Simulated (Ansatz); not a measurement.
Geometry optimisation, Ansatz 0.2.0, RKS B3LYP/STO-3G.

Input:

```yaml
crystal:
  periodic: [false, false, false]
  atoms:
    - { symbol: B, position_ang: [-0.9944, 1.2369, 1.6758] }
    - { symbol: O, position_ang: [0.1673, 0.9313, 0.9057] }
    - { symbol: C, position_ang: [-0.1554, -0.1486, 0.0412] }
    - { symbol: C, position_ang: [1.207, -0.5045, -0.7334] }
    - { symbol: S, position_ang: [0.8156, -1.939, -1.8451] }
    - { symbol: H, position_ang: [-1.2509, 0.7936, 2.7108] }
    - { symbol: H, position_ang: [-1.7705, 2.0866, 1.2405] }
    - { symbol: H, position_ang: [-0.3975, -1.0292, 0.6361] }
    - { symbol: H, position_ang: [-0.919, 0.1381, -0.6324] }
    - { symbol: H, position_ang: [1.467, 0.3532, -1.3165] }
    - { symbol: H, position_ang: [1.9369, -0.7877, -0.004] }
    - { symbol: H, position_ang: [-0.0291, -1.1859, -2.6447] }
basis:
  gaussian: { orbitals: STO-3G }
hamiltonian:
  xc: b3lyp
relax:
  f_tol: 0.02
  max_steps: 40
```

Launched with:

```bash
$ ansatz run input.yaml --threads 1 --pin off --max-ram 2048MiB --backend cpu --events-out ev --progress --plain --runs-dir out
```

Task: Where does it end, and by what steps?

Result: The run converged. Limits of this set-up: minimal basis. After 17 steps the energy has fallen by 1.682 eV; H6 moved furthest, 1.28 Å.

| step | energy less start (eV) | largest force component (eV/Å) | accepted |
| --- | --- | --- | --- |
| 0 | 0.0000 | 3.587 | yes |
| 1 | -0.4396 | 0.743 | yes |
| 2 | -0.5034 | 0.678 | yes |
| 3 | -0.7375 | 0.704 | yes |
| 4 | -1.0166 | 0.974 | yes |
| 5 | -1.3436 | 1.612 | yes |
| 6 | -1.4239 | 1.825 | yes |
| 7 | -1.6163 | 0.551 | yes |
| 8 | -1.5991 | 0.705 | no |
| 9 | -1.6520 | 0.203 | yes |
| 10 | -1.6639 | 0.084 | yes |
| 11 | -1.6730 | 0.173 | yes |
| 12 | -1.6757 | 0.190 | yes |
| 13 | -1.6802 | 0.109 | yes |
| 14 | -1.6739 | 0.187 | no |
| 15 | -1.6819 | 0.045 | yes |
| 16 | -1.6821 | 0.033 | yes |
| 17 | -1.6822 | 0.018 | yes |

```xyz
12
Properties=species:S:1:pos:R:3
B -0.860 1.367 1.578
O -0.140 0.238 1.413
C -0.296 -0.524 0.152
C 1.058 -0.508 -0.638
S 1.016 -1.539 -2.150
H -0.691 1.936 2.591
H -1.613 1.759 0.764
H -0.561 -1.567 0.430
H -1.116 -0.101 -0.467
H 1.323 0.539 -0.870
H 1.848 -0.913 0.016
H 0.111 -0.742 -2.785
```

Time of the run: 56 s on 1 CPU thread of a shared host.
